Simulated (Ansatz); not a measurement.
Geometry optimisation of Au₄⁺.

```yaml
crystal:
  periodic: [false, false, false]
  atoms:
    - {symbol: Au, position_ang: [1.309720, -0.233834, 0.010994]}
    - {symbol: Au, position_ang: [0.418400, 2.335423, -0.159628]}
    - {symbol: Au, position_ang: [-1.309628, 0.233790, -0.010219]}
    - {symbol: Au, position_ang: [-0.418493, -2.335389, 0.158854]}
basis:
  gaussian: {orbitals: def2-SVP}
total_charge: 1
magnetization: {spin_polarized: true, initial_magnetization: 1}
hamiltonian: {xc: pbe, dispersion: d4}
scf: {lower_state_search: "off"}
output: {orbitals: {seedname: orbitals}}
relax: {f_tol: 0.02, max_steps: 100}
```

```sh
$ ansatz run in.yaml --threads 4 --pin off --events-out ev --progress --plain --max-ram 3916MiB
```

It prints (some lines left out):

```
Functional definition: PBE
mean field -14772.40349853 eV, -542.8758154763 hartree, gradient 1.1e-6 eV, S^2 0.751280; 0 other end points of the search recorded, 0 dependent functions left out
relax step   1: F+E_penalty+E_count = -14772.63796562 eV  Δ(F+E_penalty+E_count) = +0.000e0 eV  max|allowed force component| = 4.164e-1 eV/Å  Δτ_max = 0.0000 Å  (19 SCF iters, accepted)
mean field -14772.42696724 eV, -542.8766779354 hartree, gradient 1.9e-6 eV, S^2 0.751331; 0 other end points of the search recorded, 0 dependent functions left out
relax step   2: F+E_penalty+E_count = -14772.66297072 eV  Δ(F+E_penalty+E_count) = -2.501e-2 eV  max|allowed force component| = 1.782e-1 eV/Å  Δτ_max = 0.0701 Å  (23 SCF iters, accepted)
mean field -14772.42971286 eV, -542.8767788353 hartree, gradient 1.2e-6 eV, S^2 0.751321; 0 other end points of the search recorded, 0 dependent functions left out
relax step   3: F+E_penalty+E_count = -14772.66611122 eV  Δ(F+E_penalty+E_count) = -3.140e-3 eV  max|allowed force component| = 1.725e-2 eV/Å  Δτ_max = 0.0163 Å  (21 SCF iters, accepted)
Total energy: -14772.66616307 eV, -542.8854682201 hartree
Atom 0 at     1.362618    -0.243341     0.011300 Å, force     0.017251    -0.003115     0.000096 eV/Å
Atom 1 at     0.407825     2.276413    -0.155478 Å, force     0.002476     0.013916    -0.000903 eV/Å
Atom 2 at    -1.362615     0.243371    -0.010783 Å, force    -0.017255     0.003110    -0.000187 eV/Å
Atom 3 at    -0.407829    -2.276453     0.154962 Å, force    -0.002472    -0.013910     0.000994 eV/Å
Dipole moment:     0.000000    -0.000001    -0.000011 e Å
Checks for a lower state left out: stability, starts, cluster_reference, orbital_swaps, neighbouring_geometries, increment
```

Hardware: 4 threads of Arm Neoverse V1 on a shared host. Wall time 8 s.

In the def2 sets Au takes a core potential; there is no spin–orbit coupling. The relaxation made no stability test and no search for a lower SCF solution. No other spin state of charge 1 was run. The structure comes from a short search, and lower isomers may exist.
